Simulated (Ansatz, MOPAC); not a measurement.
System: BNH, charge 0, multiplicity 2. SMILES: [B]=N
Geometry: optimised at B3LYP-D3(BJ)/def2-TZVP (Ansatz, a program for electronic structure).

Wanted: vertical electron affinity to the singlet, in eV. Conventions: six Cartesian d functions in 6-31G* and its kin unless marked 5d; frozen cores in correlated levels; 6-311+G** with 5d; each state is the SCF solution reached for its charge and spin; non-relativistic; no dispersion term unless named; open shells spin-unrestricted; no spin-orbit coupling. Basis-set limits of correlation are two-point, X^-3; Hartree-Fock from the larger set. First-principles rows: single points at B3LYP-D3(BJ) geometries (Ansatz). Semi-empirical rows: differences of heats of formation at the shared geometry for vertical values. Sets without +, aug- or the D of def2-TZVPD hold no diffuse functions, which anions need.

Coupled cluster (Ansatz) is a level with limits of its own, used here on species with T1 under 0.025 (0.045 for open shells) and stable references: CCSD(T)/CBS(aug-cc-pVTZ,aug-cc-pVQZ).

Value to compare with, CCSD(T)/CBS(aug-cc-pVTZ,aug-cc-pVQZ) (Ansatz): 1.68 eV.

```json
[
 {"level": "AM1", "program": "MOPAC", "vertical electron affinity to the singlet (eV)": "2.37", "difference": "0.69"},
 {"level": "PM3", "program": "MOPAC", "vertical electron affinity to the singlet (eV)": "1.32", "difference": "-0.36"},
 {"level": "PM6", "program": "MOPAC", "vertical electron affinity to the singlet (eV)": "1.76", "difference": "0.08"},
 {"level": "B3LYP/STO-3G", "program": "Ansatz", "vertical electron affinity to the singlet (eV)": "-3.86", "difference": "-5.54"},
 {"level": "B3LYP/6-31G*", "program": "Ansatz", "vertical electron affinity to the singlet (eV)": "0.51", "difference": "-1.17"},
 {"level": "B3LYP/6-311+G**", "program": "Ansatz", "vertical electron affinity to the singlet (eV)": "1.74", "difference": "0.06"},
 {"level": "PBE/def2-TZVPD", "program": "Ansatz", "vertical electron affinity to the singlet (eV)": "1.61", "difference": "-0.07"},
 {"level": "PBE0/def2-TZVPD", "program": "Ansatz", "vertical electron affinity to the singlet (eV)": "1.56", "difference": "-0.12"},
 {"level": "wB97X-V/def2-TZVPD", "program": "Ansatz", "vertical electron affinity to the singlet (eV)": "1.74", "difference": "0.06"}
]
```

Among the 6 habitual levels, B3LYP/STO-3G lies farthest from CCSD(T)/CBS(aug-cc-pVTZ,aug-cc-pVQZ) (Ansatz) (-5.54 eV); 3 of 6 lie above it, and their mean absolute difference is 1.32 eV, the median 0.52. One case shows no general order.

The levels are drawn from those run, B3LYP/6-31G* more often than the rest, none by its result; runs whose electronic state is in doubt are left out.
